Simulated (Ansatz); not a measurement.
Geometry optimisation of `C/C=[N]\[GeH3]`.

```yaml
crystal:
  periodic: [false, false, false]
  atoms:
    - {symbol: C, position_ang: [-0.239239, 1.449798, -0.330641]}
    - {symbol: C, position_ang: [-0.783583, 0.188626, -0.964947]}
    - {symbol: N, position_ang: [-0.544309, -1.026675, -0.645439]}
    - {symbol: Ge, position_ang: [0.610059, -1.476131, 0.771456]}
    - {symbol: H, position_ang: [-0.613445, 2.365630, -0.827172]}
    - {symbol: H, position_ang: [-0.519331, 1.496606, 0.744164]}
    - {symbol: H, position_ang: [0.871506, 1.458575, -0.371943]}
    - {symbol: H, position_ang: [-1.484875, 0.349947, -1.822001]}
    - {symbol: H, position_ang: [0.096785, -0.892279, 2.121590]}
    - {symbol: H, position_ang: [2.052602, -0.951291, 0.506085]}
    - {symbol: H, position_ang: [0.619231, -3.019707, 0.839249]}
basis:
  gaussian: {orbitals: def2-TZVP}
hamiltonian: {xc: pbe0, dispersion: d4}
relax: {f_tol: 0.005, max_steps: 150}
```

```sh
$ ansatz run in.yaml --threads 4 --pin off --events-out ev --progress --plain --max-ram 10444MiB
```

Output, abridged:

```
Functional definition: PBE0
mean field -60185.38881134 eV, -2211.7722436951 hartree, gradient 3.9e-5 eV, S^2 0.000000; 0 other end points of the search recorded, 0 dependent functions left out
relax step   1: F+E_penalty+E_count = -60185.56650122 eV  Δ(F+E_penalty+E_count) = +0.000e0 eV  max|allowed force component| = 1.094e0 eV/Å  Δτ_max = 0.0000 Å  (29 SCF iters, accepted)
mean field -60185.42949929 eV, -2211.7737389495 hartree, gradient 1.9e-5 eV, S^2 0.000000; 0 other end points of the search recorded, 0 dependent functions left out
relax step   2: F+E_penalty+E_count = -60185.60879957 eV  Δ(F+E_penalty+E_count) = -4.230e-2 eV  max|allowed force component| = 1.890e-1 eV/Å  Δτ_max = 0.0376 Å  (33 SCF iters, accepted)
mean field -60185.43201034 eV, -2211.7738312288 hartree, gradient 2.0e-5 eV, S^2 0.000000; 0 other end points of the search recorded, 0 dependent functions left out
relax step   3: F+E_penalty+E_count = -60185.61155219 eV  Δ(F+E_penalty+E_count) = -2.753e-3 eV  max|allowed force component| = 4.989e-2 eV/Å  Δτ_max = 0.0120 Å  (33 SCF iters, accepted)
mean field -60185.43204667 eV, -2211.7738325642 hartree, gradient 2.0e-5 eV, S^2 0.000000; 0 other end points of the search recorded, 0 dependent functions left out
relax step   4: F+E_penalty+E_count = -60185.61165602 eV  Δ(F+E_penalty+E_count) = -1.038e-4 eV  max|allowed force component| = 1.666e-2 eV/Å  Δτ_max = 0.0035 Å  (34 SCF iters, accepted)
mean field -60185.43206749 eV, -2211.7738333291 hartree, gradient 2.0e-5 eV, S^2 0.000000; 0 other end points of the search recorded, 0 dependent functions left out
relax step   5: F+E_penalty+E_count = -60185.61165120 eV  Δ(F+E_penalty+E_count) = +4.828e-6 eV  max|allowed force component| = 2.059e-2 eV/Å  Δτ_max = 0.0066 Å  (33 SCF iters, rejected (line search))
mean field -60185.43207606 eV, -2211.7738336442 hartree, gradient 2.0e-5 eV, S^2 0.000000; 0 other end points of the search recorded, 0 dependent functions left out
relax step   6: F+E_penalty+E_count = -60185.61167549 eV  Δ(F+E_penalty+E_count) = -1.947e-5 eV  max|allowed force component| = 1.353e-2 eV/Å  Δτ_max = 0.0033 Å  (33 SCF iters, accepted)
mean field -60185.43216365 eV, -2211.7738368630 hartree, gradient 2.0e-5 eV, S^2 0.000000; 0 other end points of the search recorded, 0 dependent functions left out
relax step   7: F+E_penalty+E_count = -60185.61174018 eV  Δ(F+E_penalty+E_count) = -6.469e-5 eV  max|allowed force component| = 2.305e-3 eV/Å  Δτ_max = 0.0155 Å  (32 SCF iters, accepted)
mean field -60185.43222114 eV, -2211.7738389756 hartree, gradient 2.0e-5 eV, S^2 0.000000; 0 other end points of the search recorded, 0 dependent functions left out
relax step   8: F+E_penalty+E_count = -60185.61176945 eV  Δ(F+E_penalty+E_count) = -2.927e-5 eV  max|allowed force component| = 1.395e-2 eV/Å  Δτ_max = 0.0085 Å  (33 SCF iters, accepted)
mean field -60185.43233003 eV, -2211.7738429772 hartree, gradient 2.0e-5 eV, S^2 0.000000; 0 other end points of the search recorded, 0 dependent functions left out
relax step   9: F+E_penalty+E_count = -60185.61183436 eV  Δ(F+E_penalty+E_count) = -6.491e-5 eV  max|allowed force component| = 3.895e-2 eV/Å  Δτ_max = 0.0182 Å  (33 SCF iters, accepted)
mean field -60185.42368287 eV, -2211.7735252001 hartree, gradient 1.9e-5 eV, S^2 0.000000; 0 other end points of the search recorded, 0 dependent functions left out
relax step  10: F+E_penalty+E_count = -60185.60274556 eV  Δ(F+E_penalty+E_count) = +9.089e-3 eV  max|allowed force component| = 4.523e-1 eV/Å  Δτ_max = 0.1687 Å  (32 SCF iters, rejected (line search))
mean field -60185.43296924 eV, -2211.7738664678 hartree, gradient 1.9e-5 eV, S^2 0.000000; 0 other end points of the search recorded, 0 dependent functions left out
relax step  11: F+E_penalty+E_count = -60185.61245740 eV  Δ(F+E_penalty+E_count) = -6.230e-4 eV  max|allowed force component| = 1.734e-2 eV/Å  Δτ_max = 0.0501 Å  (30 SCF iters, accepted)
mean field -60185.43349352 eV, -2211.7738857350 hartree, gradient 2.0e-5 eV, S^2 0.000000; 0 other end points of the search recorded, 0 dependent functions left out
relax step  12: F+E_penalty+E_count = -60185.61290247 eV  Δ(F+E_penalty+E_count) = -4.451e-4 eV  max|allowed force component| = 4.134e-2 eV/Å  Δτ_max = 0.0342 Å  (32 SCF iters, accepted)
mean field -60185.43226283 eV, -2211.7738405076 hartree, gradient 2.3e-5 eV, S^2 0.000000; 0 other end points of the search recorded, 0 dependent functions left out
relax step  13: F+E_penalty+E_count = -60185.61144871 eV  Δ(F+E_penalty+E_count) = +1.454e-3 eV  max|allowed force component| = 2.585e-1 eV/Å  Δτ_max = 0.0965 Å  (31 SCF iters, rejected (line search))
mean field -60185.43015507 eV, -2211.7737630490 hartree, gradient 2.0e-5 eV, S^2 0.000000; 0 other end points of the search recorded, 0 dependent functions left out
relax step  14: F+E_penalty+E_count = -60185.60966065 eV  Δ(F+E_penalty+E_count) = +3.242e-3 eV  max|allowed force component| = 3.081e-1 eV/Å  Δτ_max = 0.0482 Å  (30 SCF iters, rejected (line search))
mean field -60185.43402843 eV, -2211.7739053923 hartree, gradient 2.0e-5 eV, S^2 0.000000; 0 other end points of the search recorded, 0 dependent functions left out
relax step  15: F+E_penalty+E_count = -60185.61345632 eV  Δ(F+E_penalty+E_count) = -5.539e-4 eV  max|allowed force component| = 2.839e-2 eV/Å  Δτ_max = 0.0235 Å  (32 SCF iters, accepted)
mean field -60185.43560308 eV, -2211.7739632596 hartree, gradient 2.1e-5 eV, S^2 0.000000; 0 other end points of the search recorded, 0 dependent functions left out
relax step  16: F+E_penalty+E_count = -60185.61500353 eV  Δ(F+E_penalty+E_count) = -1.547e-3 eV  max|allowed force component| = 7.324e-2 eV/Å  Δτ_max = 0.0722 Å  (30 SCF iters, accepted)
mean field -60185.43408978 eV, -2211.7739076468 hartree, gradient 2.2e-5 eV, S^2 0.000000; 0 other end points of the search recorded, 0 dependent functions left out
relax step  17: F+E_penalty+E_count = -60185.61340343 eV  Δ(F+E_penalty+E_count) = +1.600e-3 eV  max|allowed force component| = 3.232e-1 eV/Å  Δτ_max = 0.1098 Å  (30 SCF iters, rejected (line search))
[...]
relax step  24: F+E_penalty+E_count = -60185.62926906 eV  Δ(F+E_penalty+E_count) = -2.615e-3 eV  max|allowed force component| = 1.408e-1 eV/Å  Δτ_max = 0.0939 Å  (31 SCF iters, accepted)
mean field -60185.45297805 eV, -2211.7746017782 hartree, gradient 2.2e-5 eV, S^2 0.000000; 0 other end points of the search recorded, 0 dependent functions left out
relax step  25: F+E_penalty+E_count = -60185.63089227 eV  Δ(F+E_penalty+E_count) = -1.623e-3 eV  max|allowed force component| = 1.486e-1 eV/Å  Δτ_max = 0.0485 Å  (31 SCF iters, accepted)
mean field -60185.45542021 eV, -2211.7746915260 hartree, gradient 2.2e-5 eV, S^2 0.000000; 0 other end points of the search recorded, 0 dependent functions left out
relax step  26: F+E_penalty+E_count = -60185.63314200 eV  Δ(F+E_penalty+E_count) = -2.250e-3 eV  max|allowed force component| = 1.332e-1 eV/Å  Δτ_max = 0.0685 Å  (31 SCF iters, accepted)
mean field -60185.44299972 eV, -2211.7742350812 hartree, gradient 1.7e-5 eV, S^2 0.000000; 0 other end points of the search recorded, 0 dependent functions left out
relax step  27: F+E_penalty+E_count = -60185.62031156 eV  Δ(F+E_penalty+E_count) = +1.283e-2 eV  max|allowed force component| = 4.219e-1 eV/Å  Δτ_max = 0.1618 Å  (32 SCF iters, rejected (line search))
mean field -60185.45943417 eV, -2211.7748390362 hartree, gradient 2.2e-5 eV, S^2 0.000000; 0 other end points of the search recorded, 0 dependent functions left out
relax step  28: F+E_penalty+E_count = -60185.63705120 eV  Δ(F+E_penalty+E_count) = -3.909e-3 eV  max|allowed force component| = 6.077e-2 eV/Å  Δτ_max = 0.0809 Å  (31 SCF iters, accepted)
mean field -60185.46043789 eV, -2211.7748759222 hartree, gradient 2.2e-5 eV, S^2 0.000000; 0 other end points of the search recorded, 0 dependent functions left out
relax step  29: F+E_penalty+E_count = -60185.63759740 eV  Δ(F+E_penalty+E_count) = -5.462e-4 eV  max|allowed force component| = 7.564e-2 eV/Å  Δτ_max = 0.0551 Å  (32 SCF iters, accepted)
mean field -60185.46140868 eV, -2211.7749115981 hartree, gradient 2.2e-5 eV, S^2 0.000000; 0 other end points of the search recorded, 0 dependent functions left out
relax step  30: F+E_penalty+E_count = -60185.63852975 eV  Δ(F+E_penalty+E_count) = -9.324e-4 eV  max|allowed force component| = 9.005e-2 eV/Å  Δτ_max = 0.0575 Å  (30 SCF iters, accepted)
mean field -60185.46185325 eV, -2211.7749279356 hartree, gradient 2.2e-5 eV, S^2 0.000000; 0 other end points of the search recorded, 0 dependent functions left out
relax step  31: F+E_penalty+E_count = -60185.63911129 eV  Δ(F+E_penalty+E_count) = -5.815e-4 eV  max|allowed force component| = 4.787e-2 eV/Å  Δτ_max = 0.0111 Å  (32 SCF iters, accepted)
mean field -60185.46220178 eV, -2211.7749407438 hartree, gradient 2.2e-5 eV, S^2 0.000000; 0 other end points of the search recorded, 0 dependent functions left out
relax step  32: F+E_penalty+E_count = -60185.63949897 eV  Δ(F+E_penalty+E_count) = -3.877e-4 eV  max|allowed force component| = 6.188e-3 eV/Å  Δτ_max = 0.0236 Å  (32 SCF iters, accepted)
mean field -60185.46236935 eV, -2211.7749469022 hartree, gradient 2.2e-5 eV, S^2 0.000000; 0 other end points of the search recorded, 0 dependent functions left out
relax step  33: F+E_penalty+E_count = -60185.63964132 eV  Δ(F+E_penalty+E_count) = -1.423e-4 eV  max|allowed force component| = 2.585e-2 eV/Å  Δτ_max = 0.0396 Å  (30 SCF iters, accepted)
mean field -60185.46236708 eV, -2211.7749468188 hartree, gradient 2.2e-5 eV, S^2 0.000000; 0 other end points of the search recorded, 0 dependent functions left out
relax step  34: F+E_penalty+E_count = -60185.63968474 eV  Δ(F+E_penalty+E_count) = -4.343e-5 eV  max|allowed force component| = 1.548e-2 eV/Å  Δτ_max = 0.0073 Å  (33 SCF iters, accepted)
mean field -60185.46235429 eV, -2211.7749463487 hartree, gradient 2.2e-5 eV, S^2 0.000000; 0 other end points of the search recorded, 0 dependent functions left out
relax step  35: F+E_penalty+E_count = -60185.63959138 eV  Δ(F+E_penalty+E_count) = +9.336e-5 eV  max|allowed force component| = 3.005e-2 eV/Å  Δτ_max = 0.0034 Å  (33 SCF iters, rejected (line search))
mean field -60185.46238545 eV, -2211.7749474937 hartree, gradient 2.2e-5 eV, S^2 0.000000; 0 other end points of the search recorded, 0 dependent functions left out
relax step  36: F+E_penalty+E_count = -60185.63969772 eV  Δ(F+E_penalty+E_count) = -1.297e-5 eV  max|allowed force component| = 7.168e-3 eV/Å  Δτ_max = 0.0017 Å  (33 SCF iters, accepted)
mean field -60185.46240099 eV, -2211.7749480649 hartree, gradient 2.2e-5 eV, S^2 0.000000; 0 other end points of the search recorded, 0 dependent functions left out
relax step  37: F+E_penalty+E_count = -60185.63970828 eV  Δ(F+E_penalty+E_count) = -1.057e-5 eV  max|allowed force component| = 5.382e-4 eV/Å  Δτ_max = 0.0042 Å  (33 SCF iters, accepted)
mean field -60185.46241484 eV, -2211.7749485736 hartree, gradient 2.2e-5 eV, S^2 0.000000; 0 other end points of the search recorded, 0 dependent functions left out
relax step  38: F+E_penalty+E_count = -60185.63971879 eV  Δ(F+E_penalty+E_count) = -1.050e-5 eV  max|allowed force component| = 7.639e-3 eV/Å  Δτ_max = 0.0090 Å  (33 SCF iters, accepted)
mean field -60185.46241157 eV, -2211.7749484536 hartree, gradient 2.2e-5 eV, S^2 0.000000; 0 other end points of the search recorded, 0 dependent functions left out
relax step  39: F+E_penalty+E_count = -60185.63972486 eV  Δ(F+E_penalty+E_count) = -6.076e-6 eV  max|allowed force component| = 1.306e-2 eV/Å  Δτ_max = 0.0092 Å  (32 SCF iters, accepted)
mean field -60185.46241013 eV, -2211.7749484005 hartree, gradient 2.2e-5 eV, S^2 0.000000; 0 other end points of the search recorded, 0 dependent functions left out
relax step  40: F+E_penalty+E_count = -60185.63973186 eV  Δ(F+E_penalty+E_count) = -6.996e-6 eV  max|allowed force component| = 7.425e-3 eV/Å  Δτ_max = 0.0124 Å  (33 SCF iters, accepted)
mean field -60185.46240930 eV, -2211.7749483702 hartree, gradient 2.2e-5 eV, S^2 0.000000; 0 other end points of the search recorded, 0 dependent functions left out
relax step  41: F+E_penalty+E_count = -60185.63973708 eV  Δ(F+E_penalty+E_count) = -5.222e-6 eV  max|allowed force component| = 3.345e-3 eV/Å  Δτ_max = 0.0016 Å  (33 SCF iters, accepted)
mean field -60185.46240930 eV, -2211.7749483702 hartree, gradient 2.2e-5 eV, S^2 0.000000; 1 other end points of the search recorded, 0 dependent functions left out
Total energy: -60185.63976900 eV, -2211.7814662188 hartree
Atom 0 at    -0.283059     1.454179    -0.278745 Å, force     0.001272    -0.003345    -0.000002 eV/Å
Atom 1 at    -0.870045     0.191995    -0.827208 Å, force    -0.002885     0.002200    -0.001892 eV/Å
Atom 2 at    -0.592796    -1.007862    -0.559109 Å, force     0.002152     0.000351     0.002317 eV/Å
Atom 3 at     0.712991    -1.492569     0.677582 Å, force     0.000486    -0.001021     0.000974 eV/Å
Atom 4 at     0.140452     2.049538    -1.093811 Å, force    -0.000541     0.000875     0.000101 eV/Å
Atom 5 at    -1.071858     2.062176     0.175235 Å, force    -0.000508     0.000193     0.000305 eV/Å
Atom 6 at     0.494089     1.272096     0.465102 Å, force    -0.000401    -0.000201    -0.000628 eV/Å
Atom 7 at    -1.660568     0.362685    -1.575167 Å, force     0.001101     0.000332     0.000006 eV/Å
Atom 8 at     0.357569    -0.978879     2.087575 Å, force     0.000702    -0.000230    -0.001686 eV/Å
Atom 9 at     2.097140    -0.945458     0.272750 Å, force    -0.001533    -0.001086     0.000579 eV/Å
Atom 10 at     0.741487    -3.024803     0.676195 Å, force     0.000153     0.001932    -0.000075 eV/Å
Dipole moment:     0.067390     0.430316     0.061300 e Å
```

It took 2.1 min on 4 threads of an Arm Neoverse V1 on a shared host, with 0.46 GiB of host memory at the peak.
